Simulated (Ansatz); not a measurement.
Mulliken charges of `C[Se][In]([Cl])[Cl]` from PBE/def2-TZVPP in Ansatz (PBE0-D4/def2-TZVP geometry).

| atom | x (Å) | y (Å) | z (Å) | charge (e) |
| --- | --- | --- | --- | --- |
| C1 | -1.234 | -0.002 | 0.970 | -0.350 |
| Se2 | 0.288 | 1.236 | 0.894 | -0.159 |
| In3 | 1.471 | 0.184 | -0.997 | 0.737 |
| Cl4 | 0.565 | -1.719 | -1.970 | -0.339 |
| Cl5 | 3.455 | 0.933 | -1.909 | -0.323 |
| H6 | -1.816 | 0.313 | 1.834 | 0.139 |
| H7 | -0.892 | -1.024 | 1.109 | 0.147 |
| H8 | -1.837 | 0.080 | 0.070 | 0.148 |

Task: By hand: the dipole of these point charges (1 e Å = 4.8032 D).

Result: Σ q r = (-0.493, 0.126, 0.496) e Å, of length 0.711 e Å = 3.42 D.

Task: How does the dipole of the full density compare? (Best estimate.)

Result: The calculation gave: (-0.463, 0.066, 0.421) e Å, 3.02 D; the point charges give 1.13 times that, at 5° from its direction.

Point charges leave out the atoms' own dipoles, such as those of lone pairs, and Mulliken's split depends on the basis, so the close match here is no proof of good charges.
